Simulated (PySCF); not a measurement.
Hf(OH)3(SH) (H4HfO3S), SMILES [OH][Hf]([SH])([OH])[OH], multiplicity 1. Coordinates come from a PBE-D3(BJ)/def2-SVP optimisation. The multiplicity is an assumed one; no other spin state was optimised. The structure was generated by enumeration; whether it is a known compound was not checked. The def2 effective core potentials stand for the cores of Hf; spin–orbit coupling is left out. One conformer was computed; it need not be the lowest.

Computed equilibrium geometry at PBE-D3(BJ)/def2-SVP (PySCF confirms it by a frequency run) as a Z-matrix, and its point group (one conformer of several):
point group Cs.
```
Hf
O 1 1.9295
H 2 0.9650 1 167.61
O 1 1.9320 2 112.86 3 -62.06
H 4 0.9640 2 142.86 3 -13.29
O 1 1.9320 2 112.86 3 62.06
H 6 0.9640 4 144.62 5 0.00
S 1 2.4874 2 104.26 3 180.00
H 8 1.3652 1 92.57 2 -180.00
```
Charge 0, spin multiplicity 1.
